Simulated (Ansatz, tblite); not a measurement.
Forces on Na₂Sb at its PBE0-D4/def2-TZVP geometry. Charge 0, multiplicity 2.

In the def2 sets Sb takes a core potential; there is no spin–orbit coupling. The xTB rows come from tblite. The structure comes from a short search, and lower isomers may exist.

GFN1-xTB (tblite), largest force 0.54 eV/Å:

```xyz
3
positions Å, forces eV/Å
Na   -1.009    0.225    1.910    0.306   -0.061   -0.442
Na    1.930   -0.286   -0.954   -0.449    0.070    0.294
Sb   -0.920    0.061   -0.955    0.143   -0.009    0.148
```

GFN2-xTB (tblite), largest force 0.15 eV/Å:

```
Na 0.083 -0.009 0.024
Na 0.021 0.002 0.085
Sb -0.105 0.007 -0.109
```

PBE0-D4/def2-TZVP (Ansatz), largest force 0.00 eV/Å:

```
Na 0.000 0.000 0.000
Na 0.000 0.000 0.000
Sb 0.000 0.000 0.000
```
